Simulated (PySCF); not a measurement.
CHI₂, SMILES I[CH]I (connectivity only; charge and spin as stated), charge +1, multiplicity 1.

The structure is a stationary point at PBE-D3(BJ)/def2-SVP. The multiplicity is an assumed one; other spin states were not compared. The isomer is the one that the SMILES or the coordinates give; other isomers of the formula were not compared. The def2 effective core potentials stand for the cores of I; spin–orbit coupling is left out.

Two levels are set side by side: TDA-PBE/def2-SVPD (PySCF) and TDA-PBE0/def2-SVPD (PySCF). Vertical, same geometry. The lowest singlet is HOMO→LUMO 100 % with PBE and HOMO→LUMO 100 % with the other functional; states are paired by order. Differences are taken from unrounded values.

```
quantity                               TDA-PBE
-------------------------------------  -------
lowest singlet excitation (eV)            2.06
lowest triplet excitation (TDA) (eV)      1.77
first bright state (f over 0.05) (eV)     3.77
its oscillator strength                   0.15
```

Problem. These are the TDA-PBE values. What does TDA-PBE0 give? (Estimate from the structure and the level; the computed values follow.)

Solution. 
```json
[
 {"quantity": "lowest singlet excitation (eV)", "TDA-PBE0": "2.30", "TDA-PBE minus TDA-PBE0": "-0.24"},
 {"quantity": "lowest triplet excitation (TDA) (eV)", "TDA-PBE0": "2.01", "TDA-PBE minus TDA-PBE0": "-0.24"},
 {"quantity": "first bright state (f over 0.05) (eV)", "TDA-PBE0": "3.88", "TDA-PBE minus TDA-PBE0": "-0.11"},
 {"quantity": "its oscillator strength", "TDA-PBE0": "0.25", "TDA-PBE minus TDA-PBE0": "-0.10"}
]
```

A lower first singlet is the usual sign of a functional without exact exchange. Differences between two approximate levels are no errors against the true value.

Rough cost on one machine, each run with all the roots and properties that it gave: TDA-PBE0 against TDA-PBE within a factor of 2.
